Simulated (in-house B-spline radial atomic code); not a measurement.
Configurations of the iodine ion I³⁺, with energies counted from [Kr] 4d10 5s2 5p2. Level of theory: scalar-relativistic (X2C) TPSSh, spin-polarised, spherical fractional occupations, exact exchange averaged over the configuration, Fermi nucleus of rms radius 4.75 fm; calculated with a radial B-spline atomic code at the basis-set limit. Shells without spins written out take the highest spin.

Occupations are held fixed; configurations that lie above the ionisation limit could autoionise.

```
                     configuration  E - E(ref) (eV)  highest orbital  its <r> (bohr)
                 [Kr] 4d10 5s1 5p3           8.8101            5p up           2.082
             [Kr] 4d10 5s1 5p2 5f1             38.3            5f up           5.325
[Ar] 3d10 4s2 4p5 4d10 5s2 5p2 5f1           159.39            5f up           5.034
 [Ar] 3d9 4s2 4p6 4d10 4f1 5s2 5p2           641.57            4f up           1.919
```

Task: Order these further configurations by energy, lowest first.
A. [Kr] 4d10 5s1 5p2 6d1
B. [Kr] 4d9 5s2 5p2 6d1
C. [Ar] 3d9 4s2 4p6 4d10 5s2 5p3
D. [Kr] 4d10 5s2 5p1 6f1

Result: D (32.103 eV), A (36.75 eV), B (78.19 eV), C (620.1 eV).
